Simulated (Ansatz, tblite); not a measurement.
Removing and adding an electron: Al2N2. Charge 0, multiplicity 1. Geometry: PBE0-D4/def2-TZVP. Ansatz, gas phase; energy differences of separate SCF runs; the oxidised species was run as a doublet alone; the reduced species was run as a doublet alone.

```xyz
4

Al   -0.965   -1.533    0.580
Al    0.965    1.533   -0.580
N     0.033    0.204    0.596
N    -0.033   -0.204   -0.596
```

The xTB rows come from tblite. Correlated methods freeze 12 core orbitals. In CCSD on the charge 1 doublet the largest single amplitude is 0.32, so its Hartree–Fock determinant may place the open shell otherwise than the density functionals do. HOMO above LUMO, or a gap near zero within one spin, warns that the state may not be the lowest or that an electron is smeared out. The structure comes from a short search, and lower isomers may exist.

(1) Estimate orbital energies and vertical ionisation energies and electron affinities at: GFN1-xTB; GFN2-xTB; HF/def2-TZVPD; PBE-D4/def2-TZVP; PBE-D4/def2-TZVPD; r2SCAN-D4/def2-TZVP; r2SCAN-D4/def2-TZVPD; PBE0-D4/def2-TZVP; PBE0-D4/def2-TZVPD; MP2/def2-TZVPD; CCSD/def2-TZVPD; CCSD/def2-TZVPP; CCSD(T)/def2-TZVPD; CCSD(T)/def2-TZVPP.

## Answers

(1) 
| level | −HOMO (eV) | vertical IE (eV) | −LUMO (eV) | vertical EA (eV) | HOMO–LUMO gap (eV) | IE − EA (eV) | remarks |
| --- | --- | --- | --- | --- | --- | --- | --- |
| GFN1-xTB | 8.28 | 11.94 | 7.26 | 3.74 | 1.03 | 8.20 | – |
| GFN2-xTB | 8.44 | 11.97 | 8.30 | 4.30 | 0.14 | 7.67 | – |
| HF/def2-TZVPD | – | – | – | -0.24 | – | – | – |
| PBE-D4/def2-TZVP | 5.45 | 7.93 | 3.57 | – | 1.87 | – | – |
| PBE-D4/def2-TZVPD | 5.45 | – | 3.59 | 0.63 | 1.86 | – | HOMO above zero (-1 doublet), gap within one spin near zero (-1 doublet) |
| r2SCAN-D4/def2-TZVP | 5.62 | 7.96 | 3.46 | – | 2.16 | – | – |
| r2SCAN-D4/def2-TZVPD | 5.61 | – | 3.47 | 0.74 | 2.15 | – | HOMO above zero (-1 doublet) |
| PBE0-D4/def2-TZVP | 6.33 | 8.12 | 2.21 | – | 4.12 | – | – |
| PBE0-D4/def2-TZVPD | 6.33 | – | 2.24 | 0.58 | 4.09 | – | HOMO above zero (-1 doublet) |
| MP2/def2-TZVPD | – | – | – | 0.29 | – | – | – |
| CCSD/def2-TZVPD | – | – | – | 0.24 | – | – | – |
| CCSD/def2-TZVPP | – | 8.48 | – | – | – | – | large T1 (0.062) (+1 doublet) |
| CCSD(T)/def2-TZVPD | – | – | – | 0.32 | – | – | – |
| CCSD(T)/def2-TZVPP | – | 8.43 | – | – | – | – | large T1 (0.062) (+1 doublet) |

Run but left out: HF/def2-TZVPP, MP2/def2-TZVPP (charge +1 doublet: a determinant that CCSD turns far, T1 0.062).   A HOMO above zero means that the electron is unbound at that level or that self-interaction error raises the level; the energy of removing that electron tells which. Raw xTB energy differences between charge states are shifted by several eV; the methods need an empirical correction for them. A negative affinity means that the extra electron isn't bound; its size then hangs on the basis.
